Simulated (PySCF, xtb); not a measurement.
Au₂H₆S₂Si₃, SMILES [Au][S][SiH2][SiH2][SiH2][S][Au], multiplicity 1. Other conformers were not sampled.

Harmonic wavenumbers (cm⁻¹) from GFN2-xTB run with xtb at its own minimum, in rising order: 5, 19, 28, 34, 48, 70, 75, 97, 145, 309, 318, 341, 379, 407, 411, 473, 513, 531, 554, 578, 582, 595, 682, 696, 802, 816, 826, 2165, 2167, 2196, 2198, 2240, 2247.

### Question
What does B3LYP-D3(BJ)/def2-SVP run with PySCF give at its own minimum? (An estimate is asked for; the answer gives what the named calculation found.)

### Answer
8, 22, 38, 53, 58, 81, 81, 104, 167, 333, 347, 360, 392, 449, 460, 479, 511, 516, 622, 634, 680, 700, 760, 799, 910, 950, 953, 2191, 2203, 2204, 2205, 2219, 2221. Paired by order, the mean absolute difference is 39 cm⁻¹ and the zero-point energies are 33.7 and 35.3 kcal/mol.
